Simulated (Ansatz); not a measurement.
Job for Ansatz (a first-principles code): R-CCSD(T)/cc-pVTZ on BH3O2 (SMILES OBO), a point of a torsion scan.

Ansatz 0.2 input:
```yaml
crystal:
  periodic: [false, false, false]
  atoms:
    - {symbol: O, position_ang: [-1.24806218, -0.21664205, -0.34447875]}
    - {symbol: B, position_ang: [0.00151720, 0.22497626, -0.05973832]}
    - {symbol: O, position_ang: [1.03227468, -0.62505694, -0.21006792]}
    - {symbol: H, position_ang: [-1.81019062, -0.62681203, 0.29996644]}
    - {symbol: H, position_ang: [0.18428322, 1.37271479, 0.19763361]}
    - {symbol: H, position_ang: [1.91537104, -0.27151860, -0.11977787]}
basis:
  gaussian:
    orbitals: cc-pVTZ
magnetization: {spin_polarized: false}
correlation: {method: ccsd_t, electrons: outside_noble_gas}
scf: {lower_state_search: off}
```

The head of its log:

```
WARN ansatz: RAYON_NUM_THREADS=1 ignored (pool sized by the plan → 1); use --threads N
Functional definition: HF
these checks for a lower state are left out or cut short: stability, starts, cluster_reference, orbital_swaps, neighbouring_geometries, increment
integrals: 0.24 GiB planned
783 factors; integrals over basis functions are off by at most 1.2e-3 eV
mean field: 0.23 GiB planned
mean field evaluation 1: about -4794.5308 eV, gradient 4.4e1 eV
mean field evaluation 2: about -4794.5325 eV, gradient 4.4e1 eV
mean field evaluation 4: about -4797.9169 eV, gradient 2.5e0 eV
mean field evaluation 8: about -4797.9407 eV, gradient 1.0e-4 eV
mean field -4797.94069366 eV, -176.3210683309 hartree, gradient 1.5e-6 eV, S^2 0.000000; 0 other end points of the search recorded, 0 dependent functions left out
3 core orbitals not correlated
reference -4797.94069366 eV, -176.3210683309 hartree; 9, 9 occupied and 120, 120 virtual orbitals, 783 factors
```

Give the final energy of this run.

-176.9377 hartree (reference determinant -176.3211, T1 diagnostic 0.013).
